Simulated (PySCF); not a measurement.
**Towards the basis-set limit for RbS**

State: ²Π, doublet, unpaired electrons π ↑. De refers to Rb + S. ROHF-based CCSD(T) in PySCF 2.14 with Rb cc-pwCVDZ-X2C, S aug-cc-pVDZ-DK and Rb cc-pwCVTZ-X2C, S aug-cc-pVTZ-DK (frozen core orbitals: 19; spin-free X2C with a Gaussian nucleus). Correlation energies are extrapolated as n⁻³ (n = 2, 3), Hartree–Fock as (n+1)·exp(−9√n).

| Level | Re (Å) | ωe (cm⁻¹) | ωexe (cm⁻¹) | αe (cm⁻¹) | De (eV) |
| --- | --- | --- | --- | --- | --- |
| CCSD(T)/DZ | 3.0232 | 203.1 | 0.733 | 0.000409 | 2.328 |
| CCSD(T)/TZ | 2.9659 | 210.7 | 0.734 | 0.000421 | 2.548 |
| HF/CBS | 3.0268 | 203.3 | 0.701 | 0.000401 | 1.655 |
| MP2/CBS | 2.9350 | 215.9 | 0.744 | 0.000428 | 2.650 |
| CCSD/CBS | 2.9517 | 213.8 | 0.736 | 0.000423 | 2.555 |
| CCSD(T)/CBS | 2.9463 | 214.1 | 0.740 | 0.000426 | 2.643 |

How much is left between CCSD(T)/TZ and the basis-set limit, and how much do the triples give at the limit?

CCSD(T)/CBS less CCSD(T)/TZ: -19.6 mÅ in Re, +3.4 cm⁻¹ in ωe and +0.095 eV in De. CCSD(T)/CBS less CCSD/CBS: -5.4 mÅ in Re, +0.3 cm⁻¹ in ωe and +0.088 eV in De.

The T1 diagnostic is 0.015. The state was picked by a PBE0 search and need not be the measured ground state. Spin–orbit coupling, excitations beyond (T) and corrections to the Born–Oppenheimer picture are left out.

The whole job (state search and all basis sets along the bond) took about 40 min on 4 threads of Arm Neoverse V2 (shared host), peak memory 13 GiB.
